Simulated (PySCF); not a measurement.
Fill in the blanks.

Compound: CF3C(O)CH3, C3H3F3O.
InChI=1S/C3H3F3O/c1-2(7)3(4,5)6/h1H3

Conformer (atom-mapped SMILES and torsion angles): `[CH3:1][C:2](=[O:3])[C:4]([F:5])([F:6])[F:7]`: C1–C2–C4–F5 54°.

```json
{"property": "rotational constants A, B, C", "level": "PBE0-D3(BJ)/def2-TZVP", "value": "?"}
{"property": "dipole moment", "level": "B97-2/pcSseg-2", "value": "2.71 D"}
{"property": "HOMO energy", "level": "B97-2/pcSseg-2", "value": "-8.08 eV"}
{"property": "LUMO energy", "level": "B97-2/pcSseg-2", "value": "?"}
{"property": "13C chemical shifts (computed TMS as zero) by class", "level": "GIAO B97-2/pcSseg-2", "value": "?"}
{"property": "1H chemical shifts (computed TMS as zero) by class", "level": "GIAO B97-2/pcSseg-2", "value": "?"}
{"property": "isotropic shieldings of nuclei other than C and H, by class", "level": "GIAO B97-2/pcSseg-2", "value": "?"}
```

The electronic properties come from PySCF, for the isolated species, density fitting. Geometry: PBE0-D3(BJ)/def2-TZVP; no solvent or vibrations. NMR classes are plain means over equivalent atoms (diastereotopic ones count apart unless rotation or inversion swaps them), as if these changed places fast; in this geometry the members of some classes differ.

Question: What are the rotational constants A, B, C?

Answer: 3.685, 2.464, 2.019 GHz.

Question: Give the isotropic shieldings of nuclei other than C and H, by class.

Answer: -323 (1 O), 268 (3 F) ppm.

Question: Give the LUMO energy.

Answer: -1.70 eV.

Question: The 13C chemical shifts (computed TMS as zero) by class?

Answer: 199.9 (1 C), 126.0 (1 C), 25.4 (1 C) ppm.

Question: Give the 1H chemical shifts (computed TMS as zero) by class.

Answer: 2.40 (3 H) ppm.

In atomic units the dipole is 1.07 e·bohr (1 au = 2.5417 D). With B = h/(8π²I), that is 505.379 GHz u Å² over I, the principal moments of inertia are 137.1, 205.1 and 250.4 u Å² (most abundant isotopes); the inertial defect Ic − Ia − Ib is -91.8 u Å² (zero for a rigid planar frame, negative otherwise). The rotational constants make it an asymmetric top with κ = (2B − A − C)/(A − C) = -0.47, nearer the prolate limit (−1).

For the NMR shielding job (B97-2/pcSseg-2), on one thread, Arm Neoverse V1 (aarch64) (shared host), this took 32 s and 1.1 GiB of memory at its peak.
